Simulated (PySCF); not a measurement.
C3H6BNO, SMILES C=C1CNB1O.

Geometry: r2SCAN-D4/def2-SVP. This is a generated structure with no PubChem entry under its InChIKey; it may be hypothetical. One conformer was computed; it need not be the lowest.

Method: r2SCAN-D4/def2-SVP run with PySCF.

Frequencies are harmonic and unscaled.

| mode | ν (cm⁻¹) | IR (km/mol) | moving atoms (share of kinetic energy) |
|---|---|---|---|
| 1 | 166 | 0.2 | N 32 %, C 32 %, H 28 % |
| 2 | 231 | 3.5 | C 37 %, O 32 %, H 25 % |
| 3 | 246 | 51.9 | H 40 %, C 38 %, B 16 % |
| 4 | 432 | 7.5 | C 32 %, H 32 %, N 13 %, B 13 %, O 10 % |
| 5 | 446 | 2.4 | H 90 % |
| 6 | 512 | 191.9 | H 67 %, N 11 %, B 9 %, O 9 % |
| 7 | 621 | 1.9 | H 53 %, B 26 %, C 18 % |
| 8 | 625 | 0.4 | O 36 %, C 32 %, N 15 %, H 10 % |
| 9 | 730 | 8.0 | C 45 %, H 23 %, N 13 %, B 12 % |
| 10 | 741 | 7.5 | H 64 %, B 28 % |
| 11 | 875 | 2.3 | C 53 %, H 42 % |
| 12 | 924 | 33.4 | H 74 %, C 26 % |
| 13 | 944 | 121.8 | H 62 %, O 17 %, N 14 % |
| 14 | 1000 | 32.6 | H 38 %, C 34 %, N 27 % |
| 15 | 1019 | 0.3 | H 61 %, C 38 % |
| 16 | 1130 | 13.7 | H 47 %, C 39 %, B 8 % |
| 17 | 1146 | 0.1 | H 90 % |
| 18 | 1180 | 66.7 | H 48 %, C 23 %, B 19 %, N 9 % |
| 19 | 1239 | 39.9 | H 42 %, C 25 %, N 15 %, B 15 % |
| 20 | 1324 | 38.6 | H 47 %, B 19 %, C 14 %, N 14 % |
| 21 | 1424 | 17.5 | H 82 %, C 13 % |
| 22 | 1470 | 97.4 | H 80 %, B 10 % |
| 23 | 1548 | 352.4 | B 55 %, H 20 %, N 11 %, O 10 % |
| 24 | 1760 | 24.3 | C 91 % |
| 25 | 2988 | 74.4 | H 95 % |
| 26 | 3043 | 43.3 | H 90 %, C 10 % |
| 27 | 3114 | 18.6 | H 94 % |
| 28 | 3215 | 7.9 | H 89 %, C 11 % |
| 29 | 3642 | 27.1 | H 93 % |
| 30 | 3865 | 69.3 | H 94 % |
